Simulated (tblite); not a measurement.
Zn25O25 at step 7 of a GFN2-xTB optimisation (tblite, gas phase), coordinates in Å:

```
  1 Zn    3.431    0.209   -5.214
  2 O     3.006    1.806   -5.429
  3 Zn    2.265    2.409   -3.923
  4 O     0.839    3.386   -3.694
  5 O    -1.890    3.131   -2.146
  6 Zn   -2.690    2.278   -3.469
  7 O    -3.589    0.834   -3.808
  8 O    -3.296   -1.766   -2.157
  9 Zn   -2.452   -2.586   -3.474
 10 O    -1.000   -3.478   -3.813
 11 O     1.586   -3.227   -2.159
 12 Zn    2.407   -2.417   -3.467
 13 O     3.346   -1.055   -3.937
 14 Zn    3.305   -0.040   -2.210
 15 O     2.943    1.707   -2.215
 16 Zn    2.308    2.372   -0.600
 17 O     0.797    3.399   -0.545
 18 Zn   -0.075    3.430   -2.207
 19 O    -1.906    3.055    1.041
 20 Zn   -2.529    2.429   -0.580
 21 O    -3.577    0.896   -0.575
 22 Zn   -3.581    0.029   -2.221
 23 O    -3.228   -1.807    1.039
 24 Zn   -2.598   -2.421   -0.579
 25 O    -1.076   -3.479   -0.571
 26 Zn   -0.232   -3.491   -2.206
 27 O     1.632   -3.138    1.035
 28 Zn    2.265   -2.488   -0.562
 29 O     3.321   -0.983   -0.601
 30 Zn    3.295   -0.068    1.053
 31 O     2.961    1.715    1.047
 32 Zn    2.339    2.365    2.685
 33 O     0.891    3.419    2.631
 34 Zn   -0.086    3.399    1.040
 35 O    -1.960    3.026    4.263
 36 Zn   -2.529    2.446    2.682
 37 O    -3.596    0.982    2.621
 38 Zn   -3.567    0.018    1.042
 39 O    -3.200   -1.862    4.262
 40 Zn   -2.612   -2.431    2.686
 41 O    -1.151   -3.501    2.619
 42 Zn   -0.187   -3.468    1.045
 43 O     1.690   -3.108    4.259
 44 Zn    2.264   -2.507    2.688
 45 O     3.329   -1.060    2.618
 46 Zn    3.315    0.133    3.944
 47 O     2.931    1.782    4.264
 48 Zn   -0.307    3.417    3.934
 49 Zn   -3.581   -0.204    3.932
 50 Zn    0.031   -3.484    3.937
```

The bonding changed from the starting structure during the optimisation; the coordinates given are those used.

What are the forces on the atoms (eV/Å)?


```
  1 Zn    0.10   -0.01    0.03
  2 O     0.09    0.07   -0.21
  3 Zn   -0.16    0.32    0.43
  4 O    -0.17   -0.14    0.05
  5 O     0.00   -0.07    0.26
  6 Zn   -0.10   -0.15   -0.23
  7 O     0.26    0.10    0.14
  8 O     0.14   -0.09    0.28
  9 Zn    0.19   -0.09   -0.27
 10 O    -0.12    0.29    0.17
 11 O     0.14    0.19    0.23
 12 Zn   -0.10   -0.15   -0.01
 13 O    -0.01    0.08    0.43
 14 Zn    0.10    0.02    0.00
 15 O    -0.22   -0.28    0.00
 16 Zn    0.09    0.02    0.03
 17 O    -0.03   -0.28    0.10
 18 Zn    0.18    0.09    0.02
 19 O     0.27   -0.22    0.04
 20 Zn    0.00    0.07    0.26
 21 O     0.34    0.02    0.03
 22 Zn   -0.25   -0.01    0.17
 23 O     0.23    0.28   -0.01
 24 Zn   -0.09    0.01    0.29
 25 O    -0.05    0.34    0.00
 26 Zn    0.05   -0.25    0.15
 27 O    -0.26    0.25   -0.03
 28 Zn    0.00   -0.07    0.24
 29 O    -0.35   -0.04   -0.09
 30 Zn    0.06   -0.04   -0.25
 31 O    -0.24   -0.25   -0.09
 32 Zn    0.18    0.17   -0.26
 33 O    -0.20    0.00   -0.28
 34 Zn    0.01    0.04   -0.17
 35 O     0.31   -0.06   -0.09
 36 Zn   -0.20    0.15   -0.22
 37 O     0.02   -0.16   -0.28
 38 Zn   -0.04    0.04   -0.26
 39 O     0.07    0.31   -0.11
 40 Zn   -0.16   -0.19   -0.21
 41 O     0.14    0.03   -0.31
 42 Zn   -0.03   -0.05   -0.21
 43 O    -0.32    0.05   -0.10
 44 Zn    0.18   -0.17   -0.20
 45 O    -0.02    0.16   -0.30
 46 Zn   -0.05    0.22    0.20
 47 O    -0.05   -0.31   -0.07
 48 Zn   -0.23   -0.05    0.23
 49 Zn    0.05   -0.23    0.25
 50 Zn    0.26    0.05    0.25
```
